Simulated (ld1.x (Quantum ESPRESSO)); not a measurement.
What one change does to a pseudopotential (chlorine (Cl), TM)

chlorine, norm-conserving Troullier–Martins (Kleinman–Bylander form), made with ld1.x (Quantum ESPRESSO) 7.5 (Wu–Cohen, fully relativistic). Core [Ne], reference 3s2 3p5. Waves: 3s (bound): rc 1.05 bohr; 3p (bound): rc 1.30 bohr; 3d channel at 0.1 Ry: rc 1.35 bohr. Local part: the d channel. Core correction: Bessel-smoothed model core inside 0.85 bohr.

Open shells are filled in proportion to 2j + 1 (rel_dist='average').

Change: core [He], valence charge 15; reference 2s2 2p6 3s2 3p5; waves now 2p (bound): rc 0.60 bohr; 3d channel at 0.1 Ry: rc 0.50 bohr; 2s (bound): rc 0.55 bohr; local potential the s channel; core correction Bessel-smoothed model core inside 0.25 bohr (3p, 3s counted twice).

Cutoffs: the cutoffs (Ry, on a coarse ladder) from which the occupation-weighted sum of valence levels, in a spherical-Bessel basis at the reference potential, stays within 10 and 1 mRy of its value at 400 Ry; they do not see the model core or the augmentation charge, which bear on the density cutoff. Errors are all-electron minus pseudo energies relative to the spin-unpolarised reference configuration.

Task: What does the change do?

Result: The miss of the reference levels goes from 0.00 to 0.48 eV; the number of tests with a reliable result goes from 7 to 6; neither file shows a bound ghost. In the changed file ld1.x takes every shell without a wave as core, so the model core holds the 3p, 3s electrons as well and exchange and correlation see them twice. This cancels in the reference configuration, but the file is broken for other ones, and its errors say nothing about a proper core correction. Several settings change at once here, so the effects cannot be laid on one of them.

| quantity | base | changed |
| --- | --- | --- |
| cutoffs, loose and tight | 70 Ry, 160 Ry | not determined |
| bound ghosts | none | none |
| largest miss of a reference level, eV | 0.00 | 0.48 |
| tests with a reliable result | 7 of 7 | 6 of 7 |
